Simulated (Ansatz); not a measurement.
Mulliken charges of CH₄GeO₂, SMILES `[OH][GeH]1[CH2][O]1` from r2SCAN/def2-TZVPP in Ansatz (PBE0-D4/def2-TZVP geometry).

```csv
atom,x (Å),y (Å),z (Å),charge (e)
O1,-1.685,0.608,-0.706,-0.426
Ge2,-0.216,0.514,0.268,0.488
C3,1.158,-0.634,-0.310,0.037
O4,0.284,-1.181,0.698,-0.443
H5,-2.475,0.752,-0.180,0.196
H6,-0.229,1.463,1.461,0.001
H7,2.190,-0.485,0.006,0.067
H8,1.065,-1.095,-1.293,0.079
```

**Question.** By hand: the dipole of these point charges (1 e Å = 4.8032 D).

**Answer.** Σ q r = (0.275, 0.521, -0.025) e Å, of length 0.590 e Å = 2.83 D.

**Question.** How does the dipole of the full density compare? (An estimate is asked.)

**Answer.** The calculation gave: (-0.046, 0.438, 0.088) e Å, 2.16 D; the point charges give 1.31 times that, at 36° from its direction.

Point charges leave out the atoms' own dipoles, such as those of lone pairs, and Mulliken's split depends on the basis, so the two needn't agree.
